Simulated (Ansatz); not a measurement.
Consider the cleavage of the Si–B bond: `CB[SiH3]` + `NB(N)O` → `NB(N)O[SiH3]` + `BC`.

Gas-phase electronic energies from Ansatz, PBE0-D4/def2-TZVP geometries. CBS: MP2 limit from def2 TZ/QZ plus the TZ coupled-cluster correction, frozen cores. This one scheme is used for every species. DFT in def2-TZVPP. B3LYP here is the variant with VWN-RPA as its local correlation; programs differ in this. HSE06 is defined as in plane-wave codes. One conformer a species, not always the lowest.

| level | ΔE (eV) |
| --- | --- |
| LDA (SPW92) | -0.93 |
| PBE-D4 | -0.93 |
| B3LYP-D4 | -1.19 |
| r2SCANh-D4 | -1.13 |
| revPBE | -0.90 |
| r2SCAN | -1.11 |
| HSE06 | -1.00 |
| LC-ωPBE | -1.07 |

**Question.** What does CCSD(T)/CBS give? (Best estimate.)

**Answer.** Computed: -1.17 eV. The listed levels differ from it by 0.24, 0.24, -0.02, 0.04, 0.27, 0.06, 0.17, 0.10 eV.

**Question.** What do rigid-rotor, harmonic-oscillator terms from PBE0-D4/def2-TZVP frequencies (298.15 K, 1 bar) make of the CCSD(T)/CBS value? (Estimate.)

**Answer.** Ansatz gave: ΔZPE = -0.01 eV, ΔH = -1.19 eV, ΔS = -13 J/(mol·K), ΔG = -1.15 eV. Modes under 50 cm⁻¹ make the entropy rough.

Largest T1 diagnostic among the species: 0.012.

From r2SCAN to r2SCAN0 (25 % exact exchange), in def2-TZVPP and without D4, ΔE moves by −0.04 eV. At CCSD(T), def2-SVP lies +0.13 eV from the extrapolated value and def2-TZVPP +0.01 eV. In def2-TZVPP, CCSD(T) changes the Hartree–Fock value by +0.24 eV (the triples alone add +0.02 eV) and MP2 by +0.16 eV.
